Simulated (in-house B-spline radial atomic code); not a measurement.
Sc⁶⁺. Computed with a B-spline radial atomic code. Model: all-electron spherical atom, spin shells full or empty, radial basis limit, no spin-orbit coupling: exact exchange with a local potential (Slater, KLI or optimised effective potential, whose far tail is KLI's), no correlation.

Exchange potential has not reached -1/r at the last radius.

The run also made RPA and GW results, which its time includes.

The Slater potential averages the orbital exchange potentials with the orbital densities as weights, KLI adds orbital constants, and the optimised effective potential minimises the exact-exchange energy among local potentials. So their energies lie above Hartree-Fock in the order OEP, KLI, Slater. All fall off as −1/r, unlike LDA and GGA exchange.

Command:
```bash
python run_gw.py task.json out
```
Settings (lengths in bohr, energies in hartree):
```
Z                      21
electrons              15
configuration          [Ne] 3s2 3p3
hamiltonian            nr
method                 kli
lmax                   9
spin_polarised         True
box_radius             9.29
intervals              66
```

Cost of the run: 2.3 s on 1 thread of Arm Neoverse V1, on a shared host.

Given: hamiltonian non-relativistic; mean-field start exchange-only KLI.

Computed: energy above Hartree-Fock 6.4537 millihartree; virial ratio -E/T less 1 -0.000117.

```json
{"radius (bohr)": "0.00238", "r times exchange potential up (hartree bohr)": "-0.040138", "r times exchange potential down (hartree bohr)": "-0.040099"}
{"radius (bohr)": "0.00288", "r times exchange potential up (hartree bohr)": "-0.048525", "r times exchange potential down (hartree bohr)": "-0.048477"}
{"radius (bohr)": "0.00349", "r times exchange potential up (hartree bohr)": "-0.058724", "r times exchange potential down (hartree bohr)": "-0.058666"}
{"radius (bohr)": "0.00422", "r times exchange potential up (hartree bohr)": "-0.070873", "r times exchange potential down (hartree bohr)": "-0.070802"}
{"radius (bohr)": "0.00511", "r times exchange potential up (hartree bohr)": "-0.085587", "r times exchange potential down (hartree bohr)": "-0.085502"}
{"radius (bohr)": "0.00619", "r times exchange potential up (hartree bohr)": "-0.10327", "r times exchange potential down (hartree bohr)": "-0.10317"}
{"radius (bohr)": "0.00749", "r times exchange potential up (hartree bohr)": "?", "r times exchange potential down (hartree bohr)": "?"}
{"radius (bohr)": "0.00907", "r times exchange potential up (hartree bohr)": "-0.14933", "r times exchange potential down (hartree bohr)": "-0.14917"}
{"radius (bohr)": "0.011", "r times exchange potential up (hartree bohr)": "-0.17913", "r times exchange potential down (hartree bohr)": "-0.17893"}
{"radius (bohr)": "0.0133", "r times exchange potential up (hartree bohr)": "-0.21335", "r times exchange potential down (hartree bohr)": "-0.2131"}
{"radius (bohr)": "0.0161", "r times exchange potential up (hartree bohr)": "-0.25295", "r times exchange potential down (hartree bohr)": "-0.25262"}
{"radius (bohr)": "0.0195", "r times exchange potential up (hartree bohr)": "-0.29775", "r times exchange potential down (hartree bohr)": "-0.29732"}
{"radius (bohr)": "0.0236", "r times exchange potential up (hartree bohr)": "-0.34677", "r times exchange potential down (hartree bohr)": "-0.3462"}
{"radius (bohr)": "0.0285", "r times exchange potential up (hartree bohr)": "-0.3981", "r times exchange potential down (hartree bohr)": "-0.39731"}
{"radius (bohr)": "0.0346", "r times exchange potential up (hartree bohr)": "-0.45118", "r times exchange potential down (hartree bohr)": "-0.45004"}
{"radius (bohr)": "0.0418", "r times exchange potential up (hartree bohr)": "-0.49942", "r times exchange potential down (hartree bohr)": "-0.49774"}
{"radius (bohr)": "0.0506", "r times exchange potential up (hartree bohr)": "-0.53966", "r times exchange potential down (hartree bohr)": "-0.53706"}
{"radius (bohr)": "0.0613", "r times exchange potential up (hartree bohr)": "-0.56602", "r times exchange potential down (hartree bohr)": "-0.56173"}
{"radius (bohr)": "0.0742", "r times exchange potential up (hartree bohr)": "-0.57488", "r times exchange potential down (hartree bohr)": "-0.56721"}
{"radius (bohr)": "0.0899", "r times exchange potential up (hartree bohr)": "-0.57142", "r times exchange potential down (hartree bohr)": "-0.55685"}
{"radius (bohr)": "0.109", "r times exchange potential up (hartree bohr)": "-0.58", "r times exchange potential down (hartree bohr)": "-0.55379"}
{"radius (bohr)": "0.132", "r times exchange potential up (hartree bohr)": "-0.63782", "r times exchange potential down (hartree bohr)": "-0.59998"}
{"radius (bohr)": "0.159", "r times exchange potential up (hartree bohr)": "-0.74711", "r times exchange potential down (hartree bohr)": "-0.70444"}
{"radius (bohr)": "0.193", "r times exchange potential up (hartree bohr)": "-0.88245", "r times exchange potential down (hartree bohr)": "-0.84078"}
{"radius (bohr)": "0.234", "r times exchange potential up (hartree bohr)": "-1.0014", "r times exchange potential down (hartree bohr)": "-0.96453"}
{"radius (bohr)": "0.283", "r times exchange potential up (hartree bohr)": "-1.0746", "r times exchange potential down (hartree bohr)": "-1.0471"}
{"radius (bohr)": "0.342", "r times exchange potential up (hartree bohr)": "-1.0803", "r times exchange potential down (hartree bohr)": "-1.0692"}
{"radius (bohr)": "0.414", "r times exchange potential up (hartree bohr)": "-1.0008", "r times exchange potential down (hartree bohr)": "-1.0176"}
{"radius (bohr)": "0.502", "r times exchange potential up (hartree bohr)": "-0.86485", "r times exchange potential down (hartree bohr)": "-0.88996"}
{"radius (bohr)": "0.607", "r times exchange potential up (hartree bohr)": "?", "r times exchange potential down (hartree bohr)": "?"}
{"radius (bohr)": "0.735", "r times exchange potential up (hartree bohr)": "-1.0824", "r times exchange potential down (hartree bohr)": "-0.72915"}
{"radius (bohr)": "0.89", "r times exchange potential up (hartree bohr)": "-1.2724", "r times exchange potential down (hartree bohr)": "-0.83768"}
{"radius (bohr)": "1.08", "r times exchange potential up (hartree bohr)": "-1.377", "r times exchange potential down (hartree bohr)": "-0.92667"}
{"radius (bohr)": "1.3", "r times exchange potential up (hartree bohr)": "-1.3887", "r times exchange potential down (hartree bohr)": "-0.97239"}
{"radius (bohr)": "1.58", "r times exchange potential up (hartree bohr)": "-1.3324", "r times exchange potential down (hartree bohr)": "-0.99265"}
{"radius (bohr)": "1.91", "r times exchange potential up (hartree bohr)": "-1.2498", "r times exchange potential down (hartree bohr)": "-0.99862"}
{"radius (bohr)": "2.31", "r times exchange potential up (hartree bohr)": "-1.1705", "r times exchange potential down (hartree bohr)": "-0.99985"}
```

Task: What belongs in the row 0.00749?

Result: r times exchange potential up (hartree bohr): -0.12428; r times exchange potential down (hartree bohr): -0.12415.

Task: What belongs in the row 0.607?

Result: r times exchange potential up (hartree bohr): -0.87811; r times exchange potential down (hartree bohr): -0.74057.

| occupied | level (hartree) | Hartree-Fock level (hartree) |
| --- | --- | --- |
| 1s up | -165.23 | -170.02 |
| 1s down | -165.12 | -169.93 |
| 2s up | -21.781 | -23.047 |
| 2s down | ? | ? |
| 2p up | -18.815 | -19.672 |
| 2p down | ? | ? |
| 3s up | -5.8468 | -6.091 |
| 3s down | -5.481 | -5.4842 |
| 3p up | -5.0244 | -5.0279 |

Task: What belongs in the row 2s down?

Result: level (hartree): -21.696; Hartree-Fock level (hartree): -22.972.

Task: What belongs in the row 2p down?

Result: level (hartree): -18.695; Hartree-Fock level (hartree): -19.529.

```json
{"empty": "3p down", "level (hartree)": "-4.6686"}
{"empty": "3d up", "level (hartree)": "-3.7587"}
{"empty": "3d down", "level (hartree)": "?"}
{"empty": "4s up", "level (hartree)": "-2.5847"}
{"empty": "4s down", "level (hartree)": "-2.458"}
{"empty": "4p up", "level (hartree)": "-2.3052"}
{"empty": "4p down", "level (hartree)": "-2.1908"}
{"empty": "4d up", "level (hartree)": "-1.892"}
{"empty": "4d down", "level (hartree)": "?"}
{"empty": "4f up", "level (hartree)": "-1.6704"}
```

Task: What belongs in the row 3d down?

Result: level (hartree): -3.446.

Task: What belongs in the row 4d down?

Result: level (hartree): -1.8012.

The highest level, 3p up, differs from Hartree-Fock by +0.095 eV and the deepest, 1s up, by +130 eV: a local potential can match the highest level but can't give each shell its own exchange.
